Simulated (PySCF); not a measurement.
GeH2O2, SMILES [OH][Ge][OH] (connectivity only; charge and spin as stated), neutral, multiplicity 1.

Geometry optimised at PBE-D3(BJ)/def2-TZVP. The values are those of a single conformer.

Level of theory: TDA-CAM-B3LYP/def2-SVPD (PySCF 2.14.0).

Vertical excitations. Isolated molecule, no solvent. State labels are in the subgroup C2v.

```
state  symmetry  energy (eV)  λ (nm)      f                                            main pairs
-----  --------  -----------  ------  -----  ----------------------------------------------------
S1           B1         4.84     256  0.089                                        HOMO→LUMO 97 %
S2           B2         6.11     203  0.023                    HOMO−1→LUMO 51 %, HOMO→LUMO+1 47 %
S3           B2         7.06     176  0.370                    HOMO→LUMO+1 49 %, HOMO−1→LUMO 41 %
S4           A1         7.08     175  0.007                    HOMO→LUMO+2 62 %, HOMO−2→LUMO 28 %
S5           A2         7.15     173  0.000                                      HOMO−3→LUMO 98 %
S6           A1         7.41     167  0.012  HOMO−2→LUMO 40 %, HOMO→LUMO+2 33 %, HOMO→LUMO+3 22 %
S7           B1         7.43     167  0.041                                    HOMO−1→LUMO+1 92 %
S8           A1         7.81     159  0.388                    HOMO→LUMO+3 67 %, HOMO−2→LUMO 21 %
S9           A2         7.91     157  0.000                HOMO−1→LUMO+2 52 %, HOMO−2→LUMO+1 38 %
S10          A1         8.72     142  0.046                                      HOMO→LUMO+5 82 %
T1           B1         3.31     374      0                                        HOMO→LUMO 98 %
T2           B2         5.26     236      0                                      HOMO→LUMO+1 84 %
T3           B2         5.32     233      0                                      HOMO−1→LUMO 91 %
T4           A1         6.13     202      0                                      HOMO−2→LUMO 96 %
```
Triplets are in the Tamm–Dancoff approximation.
